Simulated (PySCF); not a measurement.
# Electron correlation in Nb (niobium, neutral)

[Kr] 4d4 5p1, one real determinant (an excited configuration). All numbers are calculated (PySCF 2.14, scalar relativity through the core potential, in aug-cc-pVDZ-PP with ECP28MDF). Frozen: 4s2 4p6; 5 electrons correlated.

```csv
level,correlation energy (mhartree)
CCSD,-46.78
(T),-2.40
CCSD(T),-49.18
```

Diagnostics: T1 = 0.026, D1 = 0.0738, largest double amplitude 0.144.

Task: Is a single reference adequate?

Result: Mostly. T1 lies below 0.03, but a double amplitude of this size points to a near-degeneracy that CCSD handles and MP2 describes poorly.

The reference is one real determinant that mixes LS terms of this configuration.
